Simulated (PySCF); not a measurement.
Vertical excitations of a molecule C4H5NSi from TDA-PBE/def2-SVPD run with PySCF, as energy in eV (oscillator strength): 5.02 (0.001), 5.28 (0.000), 5.81 (0.001), 5.82 (0.160), 6.00 (0.006), 6.20 (0.010), 6.46 (0.000), 6.55 (0.076), 6.69 (0.000), 6.75 (0.004). Lowest triplet (TDA): 3.58 eV. The structure is a stationary point at B3LYP-D3(BJ)/def2-SVP. Other conformers were not sampled.

**Question.** Which molecule gave these data?
A. N#CC=C=C[SiH3]
B. N#CC1=CC[SiH2]1
C. N#CC1=C[SiH2]C1
D. C#C[SiH2]CC#N

**Answer.** B, N#CC1=CC[SiH2]1
